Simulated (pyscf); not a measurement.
A first-order saddle from PySCF, ωB97X-D3(BJ)/def2-SVP:

```xyz
10

O     -1.8854    -1.8448    -0.9725
Si    -1.5848    -0.7291     0.2369
H     -2.7435    -1.8174    -1.4097
H     -2.9100    -0.1965     0.7242
O      1.4389     0.3155    -0.0270
Si    -0.0363     1.0880    -0.0487
H      1.4442    -0.4801     0.5197
H     -1.5453     0.7600    -0.7038
H      0.1994     2.0916    -1.1217
H     -0.5121     1.7552     1.1954
```

Surface: singlet, charge 0. Lowest wavenumbers (cm⁻¹): 377i, 97, 176, 262, 363.

### Question
Which two sides does it connect, and which bonds change?

### Answer
HO–SiH: [singlet] + HO–SiH₃ ⇌ HO–SiH₂–SiH₂–OH, an insertion read from left to right: H–Si broken and Si–Si, H–Si formed. At CCSD(T)/def2-TZVPP + ΔMP2(QZVPP) it lies -0.2 kcal/mol from the left side and +39.5 kcal/mol from the right (each side as separated species at their lowest minima found). On the reactant side the descent ends in a bound adduct, 8.3 kcal/mol under the separated species and 2.9 kcal/mol under the saddle at ωB97X-D3(BJ)/def2-TZVP. At CCSD(T) the saddle lies under the separated reactants, which points to a path from their complex (located at ωB97X-D3(BJ) alone). At ωB97X-D3(BJ)/def2-TZVP the barrier from the zero used here is -5.4 kcal/mol. HO–SiH₂–SiH₂–OH lies 35.4 kcal/mol over its isomer HO–SiH₂–O–SiH₃ (electronic energy, ωB97M-D3(BJ)/def2-TZVP). One saddle was located; it need not be the lowest between these sides. The CCSD(T) − MP2 part came from Ansatz, without density fitting, on the same reference.
